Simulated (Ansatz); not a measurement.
Ansatz results at the PBE0-D4/def2-TZVP geometry: HOMO energy (PBE0/def2-TZVPP) -7.19 eV; HOMO energy (ωB97M-V/def2-TZVPP) -9.34 eV; LUMO energy (PBE0/def2-TZVPP) -1.39 eV.

Each molecule was computed in one conformer, which needn't be the lowest.

Question: Which molecule gave them?
A. `C[B]([GeH3])[SeH]`
B. `FC1=N[SiH2]S1`
C. `B/C=C(\C)O`
D. `O[SiH2]OCS`

Answer: C. The others give `C[B]([GeH3])[SeH]`: -7.76, -9.89, -1.44; `FC1=N[SiH2]S1`: -7.83, -9.97, -0.80; `O[SiH2]OCS`: -7.59, -9.85, 0.06.
